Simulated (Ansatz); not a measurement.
Consider the silylene loss: `BC(F)[SiH2][SiH3]` → `BC(F)[SiH3]` + `[SiH2]`.

Program: Ansatz. Geometries: PBE0-D4/def2-TZVP. ΔE: electronic, gas phase. CBS: MP2 limit from def2 TZ/QZ plus the TZ coupled-cluster correction, frozen cores. This one scheme is used for every species. One conformer a species, not always the lowest.

| species | MP2/CBS(def2) energy (Eh) |
| --- | --- |
| `BC(F)[SiH2][SiH3]` | -745.46883 |
| `BC(F)[SiH3]` | -455.21411 |
| `[SiH2]` | -290.15886 |

Q: Work out ΔE.

A: ΔE = (-455.21411) + (-290.15886) − (-745.46883) = 0.09586 Eh = +251.7 kJ/mol. CCSD(T)/CBS gives +237.2 kJ/mol.

Largest T1 diagnostic among the species: 0.014.

In def2-TZVPP, CCSD(T) changes the Hartree–Fock value by +27.6 kJ/mol (the triples alone add +6.8 kJ/mol) and MP2 by +42.1 kJ/mol. From PBE to PBE0 (25 % exact exchange), in def2-TZVPP and without D4, ΔE moves by +4.8 kJ/mol. The D4 term adds +14.1 kJ/mol with B3LYP and +7.9 kJ/mol with PBE0; it sums over pairs of atoms, weighted by their polarisabilities, and B3LYP, whose exchange is more repulsive, gets the larger term.

B3LYP here is the variant with VWN-RPA as its local correlation; programs differ in this.
